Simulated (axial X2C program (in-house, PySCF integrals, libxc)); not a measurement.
**Curves of ZrI⁺ from open-shell CI on d2 s0 p(π)0**

Calculated with an axial X2C code built on PySCF integrals: two-component X2C with atomic mean-field Coulomb and Gaunt terms, basis Zr dyall-v3z, I dyall-v3z (cores contracted in-house). Orbitals come from Hartree–Fock averaged over the configuration Zr d2 s0 p(π)0; CI then distributes these electrons over the d, s, p(π) shells of Zr.

Scan along the bond; masses Zr 89.905 u, I 126.904 u. Energies in cm⁻¹ from the lowest point; levels are followed by energy order within each Ω. Lowest level at 2.717 Å: 100% d2.

```tsv
R (Å)	(1)Ω=1	(1)Ω=2	(1)Ω=3	(2)Ω=2	(2)Ω=3	(1)Ω=0	(1)Ω=4	(2)Ω=1	(2)Ω=0
2.527	1095	1362	1688	3107	3805	3822	4466	4281	4859
2.622	41	287	639	1275	1950	2178	2580	2528	3177
2.717	0	162	577	692	1305	1604	1874	1917	2539
2.826	817	684	1250	1269	1736	1927	2113	2229	2807
2.934	2236	1783	2396	2642	3070	2979	3124	3285	3811
3.057	4308	3611	4220	4704	5149	4763	4895	5088	5547
3.206	7153	6335	6928	7556	8039	7407	7570	7772	8127
```

Problem. Fit the curves (1)Ω=1, (1)Ω=0, (1)Ω=4, (2)Ω=1, (2)Ω=0 near their minima.

Solution. From the open-shell CI curves, Te from the lowest:

```
 level  Te (cm⁻¹)  Re (Å)  ωe (cm⁻¹)
(1)Ω=1          0   2.673      243.1
(1)Ω=0       1679   2.733      232.8
(1)Ω=4       1929   2.743      235.9
(2)Ω=1       1989   2.735      235.2
(2)Ω=0       2603   2.740      232.6
```

Without dynamic correlation distances can be off by several hundredths of an Å (long for ionic bonds, short for multiple bonds) and the wavenumbers are rough.

The 9 lowest curves are shown; the next is (3)Ω=2, from 2694 cm⁻¹.

Dynamic correlation is missing, so gaps between terms are too wide and other configurations may lie lower; the lowest level listed is that of this model, not necessarily the ground state. For d shells the ligand-field splittings (σ, π, δ) and their order can be off by a thousand cm⁻¹ or more. At most 6 roots were kept for each Ω > 0 (twice that for Ω = 0) within 3.2 eV of the lowest, so higher up levels can be missing between those listed; levels with Ω > 0 are doubly degenerate and listed once, Ω = 0 levels singly. Some active spinors are only partly of the character that their shell is named for, so the shell names and counts are nominal. States that fill the shells left empty in the average are placed too high.
